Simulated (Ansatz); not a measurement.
Cl2F3HMoO (`[OH][Mo]([F])([F])([F])([Cl])[Cl]`) at its PBE0-D4/def2-TZVP geometry, where that method's forces vanish. The species carries charge 0 and has multiplicity 1. Mo: def2 effective core potential.

```xyz
8

O     0.7908   -1.1333    0.6655
Mo   -0.2729    0.1440   -0.0758
F    -0.4622   -0.7783   -1.6502
F    -0.3084    1.1532    1.4556
F    -0.9830    1.5906   -0.9408
Cl    1.7366    1.0786   -0.7571
Cl   -2.2384   -0.7584    0.5835
H     1.7374   -1.2965    0.7194
```

Q: What forces (eV/Å) does B3LYP-D4/def2-TZVPP give on these atoms in Ansatz? (Estimate.)

A: The calculation gave: 
```
O1   0.278 -0.387  0.228
Mo2 -0.010  0.054 -0.035
F3  -0.038 -0.232 -0.383
F4   0.003  0.244  0.378
F5  -0.211  0.348 -0.205
Cl6  0.343  0.168 -0.120
Cl7 -0.378 -0.176  0.126
H8   0.013 -0.020  0.011
```

B3LYP here is the variant with VWN-RPA as its local correlation; programs differ in this.
